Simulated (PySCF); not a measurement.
# Reading the logs of faulty runs: BCH6N

These are calculations, not measurements. They come from PySCF 2.14.0, an open-source quantum chemistry program, on an isolated molecule that a program drew, which may never have been made. The molecule is BCH6N (charge 0, singlet), drawn as the SMILES string `BCN`.

Each row is a Hartree-Fock (HF) and frozen-core CCSD(T) single point in the cc-pVDZ basis, meant for a local HF minimum. Run 1 is clean. Each other run has one planted mistake out of seven kinds, and not every kind appears here: one electron removed, one electron added, multiplicity raised by two, geometry at a saddle point, minimal basis STO-3G, one bond length entered in bohr, all coordinates scaled. The reference is restricted for singlets and unrestricted otherwise, and also for a bond in bohr. Adding or removing an electron swaps singlet and doublet. Electrons count all cores. HOMO and LUMO are orbital energies over both spins, the gradient is its largest component, and the lowest frequency (negative if imaginary) is given only where the gradient is small. Bond lengths are over the 8 bonds as drawn. T1 is the CCSD diagnostic: over 0.02 (restricted) or 0.045 (unrestricted) a single reference is doubtful.

Geometry of the clean run:
```xyz
9
BCH6N, angstrom
B    -0.9702   -1.0533   -0.9362
C    -0.3970   -0.0118   -1.9629
N     0.9464    0.4711   -1.6756
H    -2.1134   -1.4079   -1.0459
H    -0.2931   -1.5338   -0.0674
H    -1.0882    0.8410   -1.9811
H    -0.5130   -0.4741   -2.9624
H     1.5868   -0.3002   -1.5942
H     1.2902    1.0435   -2.4275
```

```
run  electrons  basis functions  <S^2>  HOMO (eV)  LUMO (eV)  gradient (hartree/bohr)  lowest frequency (cm^-1)  mean bond (Å)  longest bond (Å)      T1  HF (hartree)  CCSD(T) (hartree)                 mistake
  1         24               72  0.000     -10.42       2.53                  3.0e-05                       172         1.2059             1.571  0.0083    -120.46906         -120.92286                no fault
  2         24               72  0.000     -10.46       2.26                  3.9e-02                         -         1.2903             1.681  0.0089    -120.43687         -120.90294  all coordinates scaled
  3         24               21  0.000      -8.58       6.88                  2.8e-02                         -         1.2059             1.571  0.0051    -118.96837         -119.14143    minimal basis STO-3G
  4         24               72  2.026      -4.39      -0.92                  7.3e-02                         -         1.2059             1.571  0.0616    -120.29536         -120.74166                       ?
  5         24               72  0.623      -9.52       1.97                  2.6e-02                         -         1.3396             2.271  0.0643    -120.34719         -120.80283                       ?
```

**Which mistake was planted in run 4, and what did it cost?**

Electrons, basis and geometry are unchanged, and <S^2> is 2.026, beside S(S+1) = 2.00 for a multiplicity of 3. So the mistake is: multiplicity raised by two. Subtracting run 1 and multiplying by 627.51 kcal/mol a hartree, the energy moved by 109.0 kcal/mol in HF and 113.7 kcal/mol in CCSD(T).

**Which mistake was planted in run 5, and what did it cost?**

The mean bond changes by a factor of 1.111 and the longest by 1.446, so the molecule wasn't scaled as a whole. A length L in bohr read as angstrom grows by (1/0.5292 - 1) L = 0.890 L. The 8 bonds together grew by 8 x 0.1337 = 1.070 Å, which gives L = 1.202 Å. That is the length of one of the B-H bonds, 1.202 Å in the clean geometry. So the mistake is: one bond length entered in bohr. Subtracting run 1 and multiplying by 627.51 kcal/mol a hartree, the energy moved by 76.5 kcal/mol in HF and 75.3 kcal/mol in CCSD(T).

Cautions from the logs. Run 4: T1 is over the limit, so its CCSD(T) energy is less reliable; run 5: T1 is over the limit, so its CCSD(T) energy is less reliable.
